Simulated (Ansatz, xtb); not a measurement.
## A geometry optimisation of AlGeH6N with r2SCAN-D4/def2-SVP

The starting geometry of this gas-phase singlet was built from a drawn formula by distance geometry and a force field; its bonds are those of `[NH2+]1[AlH2-][GeH2]1`.

```yaml
atoms:
  - { symbol: Al, position_ang: [-2.1611, 1.0098, 0.7332] }
  - { symbol: Ge, position_ang: [-1.3373, -1.0710, -0.3326] }
  - { symbol: N, position_ang: [-1.8161, 0.6159, -1.0937] }
  - { symbol: H, position_ang: [-0.9824, 1.0579, -1.5623] }
  - { symbol: H, position_ang: [-2.6592, 0.4734, -1.7155] }
  - { symbol: H, position_ang: [-1.0266, 1.9776, 1.2860] }
  - { symbol: H, position_ang: [-3.6821, 1.0522, 1.0445] }
  - { symbol: H, position_ang: [0.1904, -1.3073, -0.4091] }
  - { symbol: H, position_ang: [-2.3564, -2.1534, -0.6902] }
```

**Question.** Predict what becomes of its bonds when it is optimised with r2SCAN-D4/def2-SVP.

**Answer.** It keeps its bonds, and is `[NH2+]1[AlH2-][GeH2]1`.

The energy falls by 0.77 eV over 7 steps:

```csv
step,E − E(last) (eV)
1,0.767
2,0.132
3,0.022
4,0.002
5,0.000
6,0.000
7,0.000
```

Final geometry (Å):

| atom | x (Å) | y (Å) | z (Å) |
| --- | --- | --- | --- |
| Al | -2.1644 | 1.0587 | 0.7691 |
| Ge | -1.3418 | -1.1199 | -0.0437 |
| N | -1.8210 | 0.6019 | -1.1055 |
| H | -1.0306 | 1.0028 | -1.6119 |
| H | -2.5872 | 0.4733 | -1.7675 |
| H | -1.0513 | 2.0310 | 1.3473 |
| H | -3.7195 | 1.1248 | 1.0795 |
| H | 0.0890 | -1.3679 | -0.5876 |
| H | -2.2040 | -2.1494 | -0.8192 |

From the same start GFN2-xTB reaches the same bonding as this run.

No frequencies were run, so the end isn't proven a minimum. Run with Ansatz 0.2.0, 63 s on 1 thread of AMD EPYC (Zen 3) (shared host).
